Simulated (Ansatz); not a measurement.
`[CH3][Ta]([F])(=[S])[Cl]` and `[CH3][Ta]([NH2])(=[S])[Cl]` differ in one atom or group.

Ansatz, PBE0-D4/def2-TZVP geometries, multiplicity 1. Each molecule was computed in one conformer, which needn't be the lowest.

Elements past krypton have def2 core potentials.

| property | `[CH3][Ta]([F])(=[S])[Cl]` |
| --- | --- |
| HOMO energy (PBE/def2-TZVPP) / eV | -6.77 |
| LUMO energy (PBE/def2-TZVPP) / eV | -3.19 |
| HOMO energy (B3LYP/def2-TZVPP) / eV | -7.69 |
| size of the dipole moment (PBE/def2-TZVPP) / D | 2.30 |
| HOMO–LUMO gap (ωB97M-V/def2-TZVPP) / eV | 9.74 |
| LUMO energy (ωB97M-V/def2-TZVPP) / eV | -0.29 |

Question: What does the change do to each property? (Estimate.)

Answer: Computed: 
```
                                      property  `[CH3][Ta]([NH2])(=[S])[Cl]`  shift
             HOMO energy (PBE/def2-TZVPP) / eV                         -6.42   0.35
             LUMO energy (PBE/def2-TZVPP) / eV                         -2.76   0.43
           HOMO energy (B3LYP/def2-TZVPP) / eV                         -7.31   0.38
size of the dipole moment (PBE/def2-TZVPP) / D                          3.66   1.36
       HOMO–LUMO gap (ωB97M-V/def2-TZVPP) / eV                          9.79   0.05
         LUMO energy (ωB97M-V/def2-TZVPP) / eV                          0.13   0.42
```

With PBE0 the HOMO rises by 0.37 eV and the LUMO rises by 0.44 eV, so the gap widens by about 0.07 eV. PBE moves the HOMO by 0.35 eV and ωB97M-V by 0.36 eV. The zero-point energy changes by 61.0 kJ/mol with +6 modes. Dipoles are sizes alone; their direction can turn.

B3LYP here is the variant with VWN-RPA as its local correlation; programs differ in this.
